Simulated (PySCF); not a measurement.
Correlation energy of Zn⁺ (zinc, charge +1)

[Ar] 3d10 4s1, 2S determinant. Computed with PySCF 2.14 in x2c-SVPall (5s3p3d1f, 36 functions), with the spin-free X2C one-electron Hamiltonian (Gaussian nucleus). Frozen: [Ar]; 11 electrons correlated.

MP2 pair energies summed by pair of shells (mhartree):

```tsv
pair	energy	share (%)
3d-3d	-257.33	96.6
3d-4s	-9.09	3.4
```

Total MP2 correlation energy: -266.42 mhartree.

Same-spin part -102.29 and opposite-spin part -164.14 mhartree; SCS-MP2 scales them by 1/3 and 6/5 to -231.06 mhartree.

```tsv
level	correlation energy (mhartree)
CCSD	-245.09
(T)	-6.98
CCSD(T)	-252.07
```

Diagnostics: T1 = 0.010, D1 = 0.0160, largest double amplitude 0.024.

Question: Is a single reference adequate?

Answer: Yes: T1 lies below 0.03 and no double amplitude reaches 0.07.
